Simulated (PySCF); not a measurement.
# Dipole moment and polarisability of (CdO)2 ring

Species: (CdO)2 ring, Cd₂O₂ (singlet state).
Structure used (PBE0-D3(BJ)/def2-SVP), in Å, numbered top down from 1:
```
atom  x, y, z in Å
Cd1   -0.7104   -0.4928    1.0481
O2     0.7364   -1.3987   -0.1583
Cd3    0.7103    0.4931   -1.0481
O4    -0.7363    1.3985    0.1583
```

Level: wB97X-D/def2-SVPD (PySCF), static field, nuclei fixed, core orbitals frozen in the response. The polarisability tensor in these axes (au):

```
x    67.98   4.39 -20.90
y     4.39  67.91 -12.98
z   -20.90 -12.98  81.58
```

Problem. Diagonalise the tensor; give its mean and Δα, where Δα² is half the sum of the squared differences of the eigenvalues.

Solution. Principal values 51.49, 64.13 and 101.85 au; mean 72.49 au = 10.74 Å³ = 11.95 × 10⁻⁴⁰ C²·m²/J; Δα = 45.38 au (63 % of the mean).

Problem. What is the dipole moment?

Solution. 0.00 D; point group D2h allows none.

Problem. Refractivity n − 1 of an ideal gas of it at 400 K and 1 atm, from the electronic α?

Solution. N = p/kT = 1.8347 × 10¹⁹ cm⁻³, so n − 1 = 2π × N × 10.74 × 10⁻²⁴ cm³ = 1238 × 10⁻⁶ at long wavelengths.

Problem. Give the principal axes and the span of the nuclei along them.

Solution. Largest value along (-0.52, -0.36, 0.77), where the nuclei span 2.72 Å; middle along (-0.46, 0.88, 0.10), 3.18 Å; least along (0.72, 0.31, 0.63), 0.00 Å. The strongest response doesn't lie along the longest of the three spans.

Problem. Find the Langevin capture rate constant for NO+ (29.998 u) meeting this molecule (259.797 u), k = 2.342 × 10⁻⁹ cm³/s × √(α in Å³ / reduced mass in u).

Solution. The reduced mass is 26.89 u, so k = 1.48 × 10⁻⁹ cm³/s.

Problem. In TDDFT the mean static polarisability is Σ f/ω² over all singlet excitations (ω in hartree). How much of it do the 10 lowest give? Their energies (eV) and oscillator strengths: 1.63, 0.0000; 1.77, 0.0119; 2.37, 0.0212; 2.42, 0.0000; 2.54, 0.0000; 2.74, 0.0000; 3.44, 0.0000; 4.04, 0.2719; 4.18, 0.0000; 4.25, 0.0118.

Solution. They add up to 18.44 au, 25.4 % of the 72.49 au; the largest single term is 12.33 au, from the state at 4.04 eV. Terms in order: 0.00, 2.83, 2.80, 0.00, 0.00, 0.00, 0.00, 12.33, 0.00, 0.48 au. Higher excitations give the rest. The strengths listed sum to 0.317.

Problem. Estimate the molar refractivity from the static electronic polarisability.

Solution. Lorentz–Lorenz: R = (4π/3)N_A α = 2.5225 cm³/(mol·Å³) × 10.74 Å³ = 27.1 cm³/mol, in the limit of long wavelengths.

Isolated species at its PBE0-D3(BJ)/def2-SVP geometry, gas phase. Atoms past krypton carry effective core potentials; spin–orbit coupling is left out.
